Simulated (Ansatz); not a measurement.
`BOC#CS`. The species carries charge 0 and has multiplicity 1.

Cartesian coordinates in Å:
```
B -1.1275 -0.9376 1.4023
O -1.2874 -0.2777 0.2153
C -0.3210 0.2359 -0.4813
C 0.5354 0.7294 -1.1649
S 1.6254 1.4590 -2.2150
H -2.1339 -1.3391 1.8946
H -0.0331 -1.0685 1.8590
H 2.7420 1.1986 -1.5100
```

Q: What are the harmonic wavenumbers in cm⁻¹ at PBE0-D4/def2-TZVP (Ansatz, finite differences of forces, unscaled)? (Best estimate.)

A: Computed: 38, 128, 190, 261, 332, 486, 523, 575, 974, 1006, 1033, 1082, 1261, 1372, 2367, 2606, 2675, 2724.

Q: Is this a minimum?

A: Yes, all 18 modes are real.

Q: Give the ideal-gas thermochemistry at 298.15 K and 1 bar (rigid rotor, harmonic oscillator; point group Cs, symmetry number 1).

A: Zero-point energy 117.4 kJ/mol; H(298) − E = 137.2 kJ/mol; entropy 337.3 J/(mol·K), of which translation 164.4, rotation 107.3, vibration 65.5; G(298) − E = 36.6 kJ/mol. Modes under 100 cm⁻¹ are hindered rotations or soft bends, so the harmonic entropy is rough.

Q: And at 400, 500, 600, 800 and 1000 K?

A: 
| T (K) | H − E (kJ/mol) | S (J/mol/K) | G − E (kJ/mol) |
| --- | --- | --- | --- |
| 400 | 147.4 | 366.7 | 0.7 |
| 500 | 158.7 | 391.8 | -37.2 |
| 600 | 170.9 | 414.1 | -77.5 |
| 800 | 197.7 | 452.5 | -164.3 |
| 1000 | 226.8 | 485.0 | -258.1 |

Q: Rotational constants (cm⁻¹)?

A: 1.483, 0.04889, 0.04733.
